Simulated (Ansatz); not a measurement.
Ansatz (a quantum-chemistry and plane-wave program) input (CCSD(T)/def2-SVPD):

Ansatz 0.2 input:
```yaml
crystal:
  periodic: [false, false, false]
  atoms:
    - {symbol: Ir, position_ang: [0.03565115, -0.02818714, -0.04123906]}
    - {symbol: O, position_ang: [-1.26284412, -1.19742292, 0.01972013]}
    - {symbol: O, position_ang: [-0.24483861, 1.45935848, -0.91614009]}
    - {symbol: O, position_ang: [1.16454044, 0.00936563, 1.29334592]}
basis:
  gaussian:
    orbitals: def2-SVPD
magnetization: {spin_polarized: true, initial_magnetization: 3}
correlation: {method: ccsd_t, electrons: outside_noble_gas}
```

Output:

```
Functional definition: HF
integrals: 0.23 GiB planned
983 factors; integrals over basis functions are off by at most 1.0e-3 eV
mean field: 0.46 GiB planned
mean field evaluation 1: about -8902.4637 eV, gradient 5.9e1 eV
mean field evaluation 2: about -8902.7991 eV, gradient 5.9e1 eV
mean field evaluation 4: about -8915.4887 eV, gradient 4.5e0 eV
mean field evaluation 8: about -8916.6358 eV, gradient 1.9e0 eV
mean field evaluation 16: about -8917.3106 eV, gradient 2.6e-1 eV
mean field evaluation 32: about -8916.2745 eV, gradient 1.8e0 eV
mean field evaluation 64: about -8917.3179 eV, gradient 1.3e-1 eV
mean field evaluation 96: about -8907.7942 eV, gradient 4.2e1 eV
mean field evaluation 128: about -8911.9194 eV, gradient 5.1e0 eV
mean field evaluation 160: about -8912.9751 eV, gradient 1.1e1 eV
mean field evaluation 192: about -8914.9859 eV, gradient 2.7e0 eV
mean field evaluation 224: about -8915.0217 eV, gradient 7.5e-2 eV
mean field evaluation 256: about -8915.0008 eV, gradient 1.2e-1 eV
mean field evaluation 288: about -8915.0548 eV, gradient 3.2e-4 eV
mean field evaluation 320: about -8914.9466 eV, gradient 9.5e-3 eV
mean field evaluation 352: about -8912.1975 eV, gradient 2.0e-1 eV
mean field evaluation 384: about -8914.2232 eV, gradient 1.7e-1 eV
mean field evaluation 416: about -8906.5231 eV, gradient 2.8e1 eV
mean field -8917.31958407 eV, -327.7054503382 hartree, gradient 5.6e-6 eV, S^2 3.816311; 13 other end points of the search recorded, 0 dependent functions left out
determinant -8917.31958407 eV, -327.7054503382 hartree, with singles and doubles -8939.78858076 eV, -328.5311707365 hartree
determinant -8915.05483406 eV, -327.6222223105 hartree, with singles and doubles -8935.81689270 eV, -328.3852138924 hartree
determinant -8915.02256145 eV, -327.6210363139 hartree, with singles and doubles -8936.65592656 eV, -328.4160478182 hartree
determinant -8914.94656649 eV, -327.6182435508 hartree, with singles and doubles -8936.49512119 eV, -328.4101383299 hartree
determinant -8914.19773334 eV, -327.5907244400 hartree, with singles and doubles -8936.04084959 eV, -328.3934441564 hartree
7 core orbitals not correlated
reference -8917.31958407 eV, -327.7054503382 hartree; 15, 12 occupied and 82, 85 virtual orbitals, 983 factors
second order -21.38632729 eV of doubles, -0.00000000 eV of singles
coupled cluster: 0.75 GiB planned
cycle   1  -22.44959309 eV  change   -4.3e-1 eV  update   5.3e-2
cycle   2  -22.54177950 eV  change   -9.2e-2 eV  update   3.3e-2
cycle   3  -22.58555930 eV  change   -4.4e-2 eV  update   2.9e-2
cycle   4  -22.70943132 eV  change   -1.2e-1 eV  update   2.4e-2
cycle   5  -22.77509886 eV  change   -6.6e-2 eV  update   1.5e-2
cycle   6  -22.82384529 eV  change   -4.9e-2 eV  update   7.6e-3
cycle   7  -22.81433090 eV  change    9.5e-3 eV  update   3.2e-3
cycle   8  -22.82046699 eV  change   -6.1e-3 eV  update   2.2e-3
cycle   9  -22.81465635 eV  change    5.8e-3 eV  update   1.3e-3
cycle  10  -22.81265192 eV  change    2.0e-3 eV  update   7.3e-4
cycle  11  -22.81170849 eV  change    9.4e-4 eV  update   2.9e-4
cycle  12  -22.81160907 eV  change    9.9e-5 eV  update   1.4e-4
cycle  13  -22.81167547 eV  change   -6.6e-5 eV  update   6.8e-5
cycle  14  -22.81170873 eV  change   -3.3e-5 eV  update   4.2e-5
cycle  15  -22.81179592 eV  change   -8.7e-5 eV  update   2.7e-5
cycle  16  -22.81183403 eV  change   -3.8e-5 eV  update   1.7e-5
cycle  17  -22.81184310 eV  change   -9.1e-6 eV  update   1.0e-5
coupled cluster: 0.75 GiB planned
perturbative correction -1.20712166 eV, -0.0443609029 hartree
Total energy: -8941.33854883 eV, -328.5881310127 hartree
```

The spin state was set by rule; other spins were not relaxed.
